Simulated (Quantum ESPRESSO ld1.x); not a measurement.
One sound ld1.x (Quantum ESPRESSO 7.5) input for neutral lanthanum gives E = -8486.878 hartree in 33 iterations:

```
 &input
    zed=57.0,
    iswitch=1,
    rel=1,
    lsd=1,
    dft='PZ',
    config='[Xe] 5d1 6s2',
    verbosity='high',
    prefix='ld1',
    max_out_wfc=37,
    file_charge='ld1.rho',
 /
```

Changed or added lines, one case at a time, and what came of them:

- xmin=0.0: ignored. A value of zero is read as not set, so the default xmin is used, as the mesh line shows.
- iswitch=0: refused. The program stops in ld1_readin with "wrong iswitch": iswitch takes 1 to 4.
- dx=0.003: refused. The program stops in do_mesh with "ndmx is too small": the mesh holds 3500 points at most, so dx, xmin and rmax must fit that.
- config='[Xe] 5d1 6s2 3f1': refused. The program stops in el_config with "main/angular quantum number mismatch": l must be smaller than n.
- isic=1 latt=1: refused. The program stops in ld1_readin with "isic and latter correction not allowed": the two corrections exclude each other.
- config='[Xe] 5d1 6s2 7p4': spurious. The string holds 61 electrons for Z = 57, so the species has charge -4 and is not the one meant. The equations of the added shell fail (the log warns of at least one error in the KS equations), so the printed solution is spurious even though the residual is small.
- rel=2 relpert=.true. (without lsd): refused. The program stops in ld1_readin with "perturbative SO-splitting for AE calculations with rel=0 only": the perturbative correction needs rel = 0.
